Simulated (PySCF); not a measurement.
**Electron correlation in N (nitrogen, neutral)**

[He] 2s1 2p4, high-spin 4P determinant (an excited configuration). Computed with PySCF 2.14 in x2c-TZVPPall (5s3p2d1f, 31 functions), with the spin-free X2C one-electron Hamiltonian (Gaussian nucleus). Frozen: nothing; 7 electrons correlated.

```json
{"level": "CCSD", "correlation energy (mhartree)": "-128.34"}
{"level": "(T)", "correlation energy (mhartree)": "-2.89"}
{"level": "CCSD(T)", "correlation energy (mhartree)": "-131.23"}
{"level": "CCSDT", "correlation energy (mhartree)": "-131.96"}
```

Diagnostics: T1 = 0.015, D1 = 0.0495, largest double amplitude 0.079.

Cost of the coupled-cluster step: roughly 0.6 core-seconds, for 7 correlated electrons.

This basis was not built for core-valence correlation, so the inner-shell part is incomplete.
